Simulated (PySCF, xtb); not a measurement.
InBr2, SMILES [Br][In+][Br], charge +1.

GFN2-xTB in xtb 6.7.1 at its own geometry gives an orbital gap of 1.45 eV.

The structure is a stationary point at B3LYP-D3(BJ)/def2-SVP. The multiplicity is an assumed one; other spin states were not compared. The isomer is the one that the SMILES or the coordinates give; other isomers of the formula were not compared. The def2 effective core potentials stand for the cores of In; spin–orbit coupling is left out.

### Question
What does r2SCAN/def2-TZVPD run with PySCF give? (Estimate from the structure and the level; the computed values follow.)

### Answer
gap 3.33 eV (levels -13.18 and -9.86 eV).
